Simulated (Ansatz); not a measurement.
Basis sets compared for Ge(CN)H3 (CH₃GeN). Charge 0, multiplicity 1. Geometry r2SCAN-D4/def2-TZVP. Ansatz on 4 threads of Intel Xeon on a shared host; times are rough, and most runs start from earlier orbitals.

```xyz
6

Ge    0.027   -0.328    0.513
C    -0.057    0.705   -1.103
N    -0.109    1.328   -2.075
H    -0.049   -1.796    0.108
H    -1.165    0.086    1.369
H     1.353    0.006    1.188
```

The 6-31G sets use Cartesian d functions. B3LYP takes the VWN-RPA correlation.

Binding counts from free atoms (Ge triplet, C triplet, N quartet, H doublet) in the same basis, without a counterpoise term.

```csv
level,functions,energy (Eh),HOMO (eV),LUMO (eV),binding per atom (eV),wall time
HF/STO-3G,31,-2144.6488,-10.66,9.54,3.15,0.25 s
HF/6-31G,53,-2169.0186,-12.73,3.22,2.14,0.6 s
PBE-D4/def2-SVP,75,-2170.8704,-8.22,-1.07,3.70,0.71 s
B3LYP-D4/6-31G,53,-2171.3024,-9.38,-0.03,3.44,1.1 s
PBE0-D4/def2-SVP,75,-2170.9286,-9.63,-0.12,3.60,1.1 s
```

**Question.** Estimate the rows for HF/def2-TZVP, PBE-D4/def2-TZVP, B3LYP-D4/def2-TZVP, PBE0-D4/def2-TZVP.

**Answer.** 
```tsv
level	functions	energy (Eh)	HOMO (eV)	LUMO (eV)	binding per atom (eV)	wall time
HF/def2-TZVP	128	-2169.4545	-12.74	3.14	2.44	0.95 s
PBE-D4/def2-TZVP	128	-2171.2423	-8.37	-1.27	3.69	1.2 s
B3LYP-D4/def2-TZVP	128	-2171.7309	-9.44	-0.52	3.61	1.5 s
PBE0-D4/def2-TZVP	128	-2171.2982	-9.70	-0.28	3.59	1.8 s
```
